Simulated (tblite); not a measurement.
Compound: C7H8NO (doublet state).
Structure used (GFN2-xTB), in Å, numbered top down from 1:
```xyz
17
C7H8NO angstrom
C     -2.334   -0.885    0.469
C     -1.598    0.091   -0.466
O     -2.117    1.283   -0.593
C     -0.092    0.116   -0.064
C      0.504    1.333    0.244
C      1.825    1.309    0.658
C      2.491    0.095    0.750
C      1.799   -1.059    0.419
N      0.543   -1.025    0.015
H     -2.337   -0.489    1.482
H     -3.364   -0.985    0.138
H     -1.844   -1.855    0.461
H     -1.509   -0.386   -1.477
H     -0.081    2.235    0.163
H      2.328    2.231    0.910
H      3.522    0.042    1.064
H      2.257   -2.037    0.467
```

Method: GFN2-xTB as coded in tblite; computed harmonic values from a numerical Hessian at the method's own geometry, unscaled. This tight-binding method is rough: wavenumbers can miss measured ones by several per cent, in bad cases by 10 to 20. One conformer, not necessarily the lowest. Open shells enter through the occupations alone, without spin polarisation, and single modes of such species can be off by tens of per cent.

Harmonic wavenumbers (cm⁻¹): 42.4, 123.9, 177.6, 193.1, 267.4, 369.9, 387.4, 437.3, 475.6, 523.6, 592.7, 691.2, 726.3, 764.2, 890.3, 908.4, 925.2, 929.6, 931.7, 975.0, 1003.8, 1056.4, 1074.2, 1107.6, 1150.7, 1164.5, 1197.6, 1235.6, 1280.4, 1301.6, 1372.9, 1397.1, 1427.6, 1462.6, 1480.4, 1550.2, 1574.8, 2566.2, 3036.6, 3042.1, 3050.3, 3065.6, 3078.1, 3099.7, 3101.1.

A = 3610, B = 1254, C = 990.5 MHz; mass 122.061 u (most abundant isotopes); point group C1, symmetry number 1; spin multiplicity 2.

Question: What is the zero-point energy?

Answer: ½Σν̃ = 28605 cm⁻¹ = 81.79 kcal/mol.

Question: What is S at 298.15 K and 1 bar for an ideal gas of classical rigid rotors and harmonic oscillators?

Answer: Translation 40.34, rotation 28.66, vibration 21.27, spin (R ln 2) 1.38: S = 91.7 cal/(mol K).

Question: And Cp and H(298.15 K) − H(0)?

Answer: Cp = 33.45 cal/(mol K), of which vibrations give 25.50 (their classical limit is 45 R = 89.4); H(298.15 K) − H(0) = 5.87 kcal/mol without the zero-point energy, 3.50 from vibrations.

Question: Blend soft modes into free rotors: weight 1/[1 + (100 cm⁻¹/ν̃)⁴] for the oscillator and the rest for a rotor with moment μB/(μ + B), μ = h/(8π²ν), B = 10⁻⁴⁴ kg m². What vibrational entropy results?

Answer: 19.77 cal/(mol K) in place of 21.27, which changes −T·S at 298.15 K by +0.45 kcal/mol.

Question: What must be added to the electronic energy to get the Gibbs energy at 298.15 K and 1 bar?

Answer: ZPE + [H(298.15 K) − H(0)] − T·S = 81.79 + 5.87 − 27.33 = 60.33 kcal/mol.

Question: How do the functions run with temperature in this model?

Answer: 
```
T (K)  S (cal/(mol K))  Cp (cal/(mol K))  H − H(0) (kcal/mol)  G − H(0) (kcal/mol)  ln q(vib)
  150             74.2              19.4                 1.99                -9.14       2.00
  250             86.2              28.6                 4.38               -17.17       3.86
  400            102.9              43.3                 9.79               -31.37       6.87
  600            123.4              58.1                20.02               -54.04      11.11
  900            149.8              71.6                39.67               -95.15      17.37
```

q(vib) and H(0) count from the zero-point level.

Hindered rotation and anharmonicity are outside this model. Other conformers, if any are populated, would add a mixing term that is left out. The structure is chiral; the term R ln 2 for an equal mix with its mirror image is left out.
